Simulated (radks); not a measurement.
Results of a calculation; reference values are marked as such.
Ionisation of neutral aluminium, [Ne] 3s2 3p1, to Al+, [Ne] 3s2, under several functionals. Non-relativistic Kohn-Sham, spin-unpolarised, spherical densities, point nucleus; a radial shooting solver on a logarithmic mesh with Libxc functionals. Known Delta-SCF values: Tao-Mo meta-GGA 5.670 eV; LDA (Slater exchange, Perdew-Wang correlation) 5.851 eV. What does LDA (Slater exchange, VWN5 correlation) give, and what is its highest occupied eigenvalue?

Answer. 5.850 eV by Delta-SCF; the 3p eigenvalue is -2.790 eV. NIST: 5.986 eV (measured).

Beside tabulated values, note that spin-unpolarised runs miss the spin-polarisation part of the exchange energy of open shells.
